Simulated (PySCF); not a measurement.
C3H3BrF2, SMILES F[C@@H]1[C@H](F)[C@H]1Br.

Geometry optimised at PBE0-D3(BJ)/def2-SVP. The structure was generated by enumeration; whether it is a known compound was not checked.

These are PBE0-D3(BJ)/def2-SVP run with PySCF values and carry that method's errors.

Frequencies are harmonic and unscaled.

Problem. Estimate the vibrational spectrum. (The exact figures need the calculation; the answer reports its results.)

Solution. 
```
mode  ν (cm⁻¹)  IR (km/mol)  Raman (Å⁴/amu)  depolarisation  moving atoms (share of kinetic energy)
----  --------  -----------  --------------  --------------  --------------------------------------
1          178          4.2             0.3            0.63                          F 80 %, C 14 %
2          187          1.7             1.9            0.75                 F 41 %, C 40 %, Br 12 %
3          215          7.0             2.3            0.47         C 46 %, F 24 %, Br 19 %, H 11 %
4          318          2.2             5.5            0.31                 F 49 %, Br 30 %, C 20 %
5          329          1.5             0.3            0.75                  F 38 %, C 34 %, H 28 %
6          666         28.4             2.0            0.75                   C 56 %, F 35 %, H 9 %
7          773         14.8             6.6            0.18                          C 69 %, H 22 %
8          855         66.2             9.4            0.50                  C 49 %, H 33 %, F 18 %
9          934          0.0             4.1            0.75                          C 71 %, H 23 %
10        1020          1.0             3.0            0.75                          H 68 %, C 29 %
11        1048          1.4             1.5            0.62                          H 58 %, C 41 %
12        1105          2.1             2.4            0.75                          H 66 %, C 34 %
13        1152         58.6             5.9            0.11                  C 69 %, H 17 %, F 13 %
14        1192         49.9             5.3            0.39                          H 71 %, C 26 %
15        1200         39.5             1.0            0.75                  H 42 %, C 33 %, F 25 %
16        1269         22.7             5.8            0.66                  H 74 %, C 13 %, F 12 %
17        1377         40.3             1.3            0.75                          H 53 %, C 43 %
18        1512         54.4             3.7            0.17                          C 78 %, H 18 %
19        3185          0.0            48.4            0.75                           H 92 %, C 8 %
20        3191          6.5           107.9            0.08                           H 91 %, C 9 %
21        3212          8.6            68.3            0.22                           H 92 %, C 8 %
```
